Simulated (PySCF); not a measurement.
**Selenium: highly charged ions in a basis for the neutral atom**

Se¹⁹⁺ [Ne] 3s2 3p3, Se²⁰⁺ [Ne] 3s2 3p2. Computed with PySCF 2.14 in 6-31G* (5s4p3d, 32 functions), with no relativity, point nucleus. No spin-orbit coupling, so a gap to NIST mixes the basis error with missing relativistic terms.

Changed run: basis of the neutral atom used for a highly charged ion. This setting is unsound on purpose.

| species | method | sound run (hartree) | changed run (hartree) | converged |
| --- | --- | --- | --- | --- |
| Se¹⁹⁺ | UHF | not run | -2191.27015 | yes |
| Se¹⁹⁺ | r2SCAN | not run | -2191.85100 | yes |
| Se¹⁹⁺ | BP86 | not run | -2192.03568 | yes |
| Se²⁰⁺ | UHF | not run | -2162.52173 | yes |
| Se²⁰⁺ | r2SCAN | not run | -2163.05117 | yes |
| Se²⁰⁺ | BP86 | not run | -2163.25266 | yes |

Ionisation energy of Se¹⁹⁺:

| method | changed run (eV) | NIST (eV) |
| --- | --- | --- |
| UHF | 782.28 | 798 ± 3 |
| r2SCAN | 783.68 | 798 ± 3 |
| BP86 | 783.23 | 798 ± 3 |

The contracted functions were made for the neutral atom and can be too rigid for a highly charged ion.
